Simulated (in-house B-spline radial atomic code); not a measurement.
Computed with a B-spline radial atomic code. Model: two electrons, singlet ground state, non-relativistic, full CI in B-splines with partial waves to l = 8 (at full coupling up to 3e-4 hartree above the limit, correlation up to 0.6 % small), density held at that of full coupling by Lieb maximisation.

Along the adiabatic connection the electron repulsion is scaled by a coupling λ while a local potential keeps the density fixed. At λ = 0 the system is the Kohn-Sham one and W equals the exchange energy; the exchange-correlation energy is the area under W between 0 and 1. The kinetic energy rises with λ as the electrons avoid each other, with dT/dλ = −λ dW/dλ.

Command:
```bash
python run_ac.py task.json out
```
Settings (lengths in bohr, energies in hartree):
```
potential              dot
strength               0.0224
lmax                   8
second                 0.7
```

Time taken, with all properties: 110 s on 1 thread of Intel(R) Xeon(R) Processor @ 2.30GHz (shared host).

**W = mean repulsion less Hartree energy, and W of three functionals.**

Given: confinement charge in harmonic well; well frequency 0.0224 hartree; nuclear charge 0.7; external potential omega^2 r^2/2 - Z/r.

Computed: LDA exchange minus exact 23.274 millihartree; SCAN exchange minus exact -10.763 millihartree.

```json
{"coupling": "0", "W xc (hartree)": "-0.22994", "W xc minus exchange (millihartree)": "0", "kinetic minus Kohn-Sham (millihartree)": "0", "LDA (PW92) W minus its exchange (millihartree)": "0", "PBE W minus its exchange (millihartree)": "0", "SCAN W minus its exchange (millihartree)": "0"}
{"coupling": "0.02", "W xc (hartree)": "?", "W xc minus exchange (millihartree)": "?", "kinetic minus Kohn-Sham (millihartree)": "?", "LDA (PW92) W minus its exchange (millihartree)": "?", "PBE W minus its exchange (millihartree)": "?", "SCAN W minus its exchange (millihartree)": "?"}
{"coupling": "0.05", "W xc (hartree)": "-0.23748", "W xc minus exchange (millihartree)": "-7.541", "kinetic minus Kohn-Sham (millihartree)": "0.18", "LDA (PW92) W minus its exchange (millihartree)": "-15.76", "PBE W minus its exchange (millihartree)": "-3.32", "SCAN W minus its exchange (millihartree)": "-4.09"}
{"coupling": "0.12", "W xc (hartree)": "-0.24652", "W xc minus exchange (millihartree)": "-16.577", "kinetic minus Kohn-Sham (millihartree)": "0.94", "LDA (PW92) W minus its exchange (millihartree)": "-27.71", "PBE W minus its exchange (millihartree)": "-7.91", "SCAN W minus its exchange (millihartree)": "-9"}
{"coupling": "0.25", "W xc (hartree)": "-0.2593", "W xc minus exchange (millihartree)": "-29.365", "kinetic minus Kohn-Sham (millihartree)": "3.26", "LDA (PW92) W minus its exchange (millihartree)": "-42.36", "PBE W minus its exchange (millihartree)": "-15.55", "SCAN W minus its exchange (millihartree)": "-16.49"}
{"coupling": "0.4", "W xc (hartree)": "-0.26958", "W xc minus exchange (millihartree)": "-39.646", "kinetic minus Kohn-Sham (millihartree)": "6.55", "LDA (PW92) W minus its exchange (millihartree)": "-54.06", "PBE W minus its exchange (millihartree)": "-23.01", "SCAN W minus its exchange (millihartree)": "-23.39"}
{"coupling": "0.6", "W xc (hartree)": "?", "W xc minus exchange (millihartree)": "?", "kinetic minus Kohn-Sham (millihartree)": "?", "LDA (PW92) W minus its exchange (millihartree)": "?", "PBE W minus its exchange (millihartree)": "?", "SCAN W minus its exchange (millihartree)": "?"}
{"coupling": "0.8", "W xc (hartree)": "-0.28545", "W xc minus exchange (millihartree)": "-55.515", "kinetic minus Kohn-Sham (millihartree)": "15.69", "LDA (PW92) W minus its exchange (millihartree)": "-73.97", "PBE W minus its exchange (millihartree)": "-37.86", "SCAN W minus its exchange (millihartree)": "-36.53"}
{"coupling": "1", "W xc (hartree)": "-0.29028", "W xc minus exchange (millihartree)": "-60.342", "kinetic minus Kohn-Sham (millihartree)": "20.02", "LDA (PW92) W minus its exchange (millihartree)": "-80.82", "PBE W minus its exchange (millihartree)": "-43.47", "SCAN W minus its exchange (millihartree)": "-41.33"}
{"coupling": "1.4", "W xc (hartree)": "-0.29705", "W xc minus exchange (millihartree)": "-67.111", "kinetic minus Kohn-Sham (millihartree)": "28.04", "LDA (PW92) W minus its exchange (millihartree)": "-91.29", "PBE W minus its exchange (millihartree)": "-52.4", "SCAN W minus its exchange (millihartree)": "-48.81"}
```

Problem. What belongs in the row 0.02?

Solution. W xc (hartree): -0.23307; W xc minus exchange (millihartree): -3.127; kinetic minus Kohn-Sham (millihartree): 0.03; LDA (PW92) W minus its exchange (millihartree): -8.26; PBE W minus its exchange (millihartree): -1.31; SCAN W minus its exchange (millihartree): -1.72.

Problem. What belongs in the row 0.6?

Solution. W xc (hartree): -0.27894; W xc minus exchange (millihartree): -49.004; kinetic minus Kohn-Sham (millihartree): 11.17; LDA (PW92) W minus its exchange (millihartree): -65.39; PBE W minus its exchange (millihartree): -31.18; SCAN W minus its exchange (millihartree): -30.69.

Problem. What is the PBE exchange minus exact?

Solution. -11.997 millihartree.

**Energy parts, natural occupations and partial-wave weights.**

Computed: total energy -0.1873 hartree; exchange energy -0.22994 hartree; correlation energy -0.040326 hartree; kinetic part of the DFT correlation energy 0.020016 hartree; kinetic part over minus potential part 0.3317; Hartree energy 0.45988 hartree; Lieb Oxford ratio E_xc over LDA exchange 1.3077.

```json
{"natural": "s", "occupation of the shell (electrons)": "1.7614"}
{"natural": "s", "occupation of the shell (electrons)": "0.19953"}
{"natural": "p", "occupation of the shell (electrons)": "0.037817"}
{"natural": "d", "occupation of the shell (electrons)": "?"}
{"natural": "p", "occupation of the shell (electrons)": "0.00030026"}
{"natural": "s", "occupation of the shell (electrons)": "0.00017218"}
```

Problem. What belongs in the row d?

Solution. occupation of the shell (electrons): 0.00062559.

```csv
wave,weight
s,0.98055
p,0.019066
d,0.00033524
f,?
g,7.2911e-06
```

Problem. What belongs in the row f?

Solution. weight: 3.5725e-05.

Problem. What is the initial slope twice GL2?

Solution. -0.16006 hartree.

Problem. What is the Kohn-Sham kinetic?

Solution. 0.21462 hartree.

Half-way to full coupling W has made 73 % of its drop, against 50 % for a straight line, and second-order (GL2) theory, half the initial slope, overshoots the correlation energy by about 98 %: correlation is strong. Over couplings 0 to 1 the errors in E_xc come to about +8.3 millihartree for LDA, +2.8 millihartree for PBE, +4.2 millihartree for SCAN, so PBE is nearest. In LDA and PBE and SCAN the errors of exchange and correlation have opposite signs, so the sum is smaller than the larger of the two.
